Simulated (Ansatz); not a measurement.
`C=C[SiH]([SiH3])[SiH3]` + `[NH2][Al]([OH])[SH]` → `[NH2][Al]([SH])[O][SiH3]` + `C=C[SiH2][SiH3]`  (cleavage of the Si–Si bond)

Gas-phase electronic energies from Ansatz, PBE0-D4/def2-TZVP geometries. CCSD(T)/CBS is the MP2 limit (def2-TZVPP, def2-QZVPP) plus CCSD(T) − MP2 in def2-TZVPP, frozen cores. DFT in def2-TZVPP. One conformer a species, not always the lowest.

```csv
species,ωB97M-V energy (Eh)
`C=C[SiH]([SiH3])[SiH3]`,-950.59864
`[NH2][Al]([OH])[SH]`,-773.15367
`[NH2][Al]([SH])[O][SiH3]`,-1063.87278
`C=C[SiH2][SiH3]`,-659.92050
```

Question: Work out ΔE.

Answer: ΔE = (-1063.87278) + (-659.92050) − (-950.59864) − (-773.15367) = -0.04097 Eh = -25.7 kcal/mol. CCSD(T)/CBS gives -24.9 kcal/mol.

Largest T1 diagnostic among the species: 0.013.

The D4 term adds +1.0 kcal/mol with B3LYP and +0.6 kcal/mol with PBE0; it sums over pairs of atoms, weighted by their polarisabilities, and B3LYP, whose exchange is more repulsive, gets the larger term. From PBE to PBE0 (25 % exact exchange), in def2-TZVPP and without D4, ΔE moves by −2.2 kcal/mol.

B3LYP here is the variant with VWN-RPA as its local correlation; programs differ in this.
